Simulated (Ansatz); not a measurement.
Consider the redistribution: `[F][SnH2][Br]` + `[OH][W]([OH])([OH])([OH])([F])[Cl]` → `[OH][SnH2][Br]` + `[OH][W]([OH])([OH])([F])([F])[Cl]`.

Program: Ansatz. Geometries: PBE0-D4/def2-TZVP. ΔE: electronic, gas phase. CCSD(T)/CBS is the MP2 limit (def2-TZVPP, def2-QZVPP) plus CCSD(T) − MP2 in def2-TZVPP, frozen cores. Functionals use def2-TZVPP. B3LYP here is the variant with VWN-RPA as its local correlation; programs differ in this. HSE06 is defined as in plane-wave codes. Elements past krypton have def2 core potentials. For Br, Sn, W outer-core shells are correlated without core-valence functions, which leaves a few kJ/mol of doubt a bond. Scalar relativity is left out up to krypton. Each species was taken in one conformer, which may not be the lowest.

| level | ΔE (kcal/mol) |
| --- | --- |
| LDA (SPW92) | 2.2 |
| HSE06-D4 | 2.4 |
| B3LYP | 2.0 |
| r2SCANh | 2.0 |
| MP2/def2-SVP | 3.7 |
| SCS-MP2/def2-TZVPP | 2.6 |
| MP2/def2-QZVPP | 3.4 |
| HF/CBS(def2) | 2.1 |

(1) What does CCSD(T)/CBS give? (Estimate.)

Largest T1 diagnostic among the species: 0.022, so the coupled-cluster value is less sure than usual.

Answers

(1) Computed: +3.4 kcal/mol. The listed levels differ from it by -1.2, -1.0, -1.4, -1.4, 0.3, -0.8, 0.0, -1.3 kcal/mol.

Leaving LDA and LC-ωPBE aside and taking each functional with its dispersion term where it has one, the values, not all of them listed here, spread over 0.8 kcal/mol, from r2SCAN-D4 to BHLYP-D4.
